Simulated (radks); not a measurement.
Ionisation of neutral tantalum, [Xe] 4f14 5d3 6s2, to [Xe] 4f14 5d3 6s1 as the strength of local exchange is varied. All-electron calculation, Dirac Kohn-Sham, Slater X-alpha exchange (alpha = 2/3 is LDA exchange), no correlation, spin-unpolarised, spherical densities, finite nucleus; open shells fill j = l - 1/2 first; Fermi nuclear charge, rms radius 5.3507 fm. Program: a radial shooting solver on a logarithmic mesh with Libxc functionals.

| alpha | E(Ta) (hartree) | exchange (hartree) | IE (eV) | -e of the level emptied (eV) | <r> of it (bohr) |
|---|---|---|---|---|---|
| 0.588 | -15571.4885 | -264.2922 | 7.169 | 4.197 (6s1/2) | 3.417 |
| 0.593 | -15573.7361 | -266.5817 | 7.198 | 4.221 (6s1/2) | 3.413 |
| 0.604 | -15578.6820 | -271.6212 | 7.260 | 4.276 (6s1/2) | 3.405 |
| 0.667 | -15607.0415 | -300.5491 | 7.626 | 4.597 (6s1/2) | 3.358 |
| 0.736 | -15638.1665 | -332.3602 | 8.040 | 4.967 (6s1/2) | 3.307 |
| 0.902 | -15713.3231 | -409.4387 | 9.089 | 5.923 (6s1/2) | 3.187 |
| 0.971 | -15744.6774 | -441.7042 | 9.547 | 6.347 (6s1/2) | 3.139 |

NIST Atomic Spectra Database: 7.550 eV (measured). The Delta-SCF value meets it near alpha = 0.65. Spin polarisation and multiplet splitting are left out, so open shells lie too high by an amount that depends on their filling.

Beside tabulated values, note that spin-unpolarised runs miss the spin-polarisation part of the exchange energy of open shells.
